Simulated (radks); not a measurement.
Kr, 36 electrons, occupied as [Kr].

Method: non-relativistic Kohn-Sham, exchange-only LDA, spin-polarised, spherical densities, point nucleus; computed with a radial shooting solver on a logarithmic mesh with Libxc functionals.

Energy parts (Ry):
| part | energy |
|---|---|
| total | -5493.73220 |
| kinetic | 5493.73220 |
| electron-nucleus | -13151.25747 |
| Hartree | 2340.75114 |
| exchange | -176.95808 |

Orbitals (lengths in bohr, moments of r in powers of bohr; r(max) is where P^2 peaks; r(90%) holds 90 % of the orbital's charge):
orbital  occ.  eigenvalue (Ry)  r(90%)      <r>   r(max)   <1/r>
1s          2        -1019.778  0.0756  0.04250  0.02808   35.45
2s          2        -132.4274   0.290   0.1881   0.1584   7.877
2p          6        -119.8866   0.264   0.1620   0.1251   7.866
3s          2        -18.50508   0.807   0.5429   0.4776   2.620
3p          6        -14.04840   0.833   0.5464   0.4677   2.514
3d         10         -6.02515   0.909   0.5548   0.4096   2.275
4s          2         -1.54315    2.39    1.603    1.361  0.8331
4p          6         -0.59975    3.06    1.970    1.557  0.6775

The highest occupied level is 4p at -8.160 eV. For comparison, the ionisation energy in NIST's Atomic Spectra Database is 14.000 eV (measured). In exact Kohn-Sham theory the highest level is minus the ionisation energy, but local and semilocal functionals leave it too shallow, through self-interaction and a potential that decays too fast; potentials with the right tail come closer. The electron density at the nucleus is 3.214e+04 e/bohr^3.
